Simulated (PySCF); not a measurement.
## Spin states and ions at one geometry of Pb(CH3)H3

PySCF 2.14.0, RKS TPSS, Pb def2-SVP with ECP60, C def2-SVP, H def2-SVP; non-relativistic Hamiltonian with scalar-relativistic core potentials where named; density fitting; no spin-orbit coupling; singlets restricted, open shells unrestricted. The geometry is relaxed for charge 0, singlet, vacuum:

```xyz
8

Pb   -0.1057   -0.1057   -0.1057
C     1.1991    1.1991    1.1991
H     1.8283    1.8283    0.5508
H     0.5508    1.8283    1.8283
H     1.8283    0.5508    1.8283
H    -1.1439   -1.1439    0.9003
H     0.9003   -1.1439   -1.1439
H    -1.1439    0.9003   -1.1439
```

Energies count from the relaxed state; an electron taken off or put on is at rest in vacuum. Charges and spins are Mulliken's.

| state | energy (eV) | spin squared | charge on Pb1 (e) | spin on Pb1 (e) | dipole about the centre of mass (D) |
| --- | --- | --- | --- | --- | --- |
| charge 0, singlet, vacuum | 0.00 | 0.00 | 0.33 | 0.00 | 0.95 |
| charge +1, doublet, vacuum | 9.99 | 0.75 | 0.51 | 0.23 | 3.89 |

Q: What does the state charge 0, triplet, vacuum give?

A: energy (eV) 5.40, spin squared 2.01, charge on Pb1 (e) 0.26, spin on Pb1 (e) 0.48, dipole about the centre of mass (D) 3.32.

With an electron taken off (doublet) the charges change, summed by element, by Pb +0.18 e, C +0.10 e, H +0.72 e. The vertical ionisation energy is 9.99 eV, against −ε(HOMO) = 6.99 eV of the relaxed state. The level lies 3.0 eV too high, as is usual for semilocal functionals and global hybrids, which keep a self-interaction error.

Open shells may have lower solutions than those found.

No frequency check is given that shows the relaxed geometry to be a minimum.
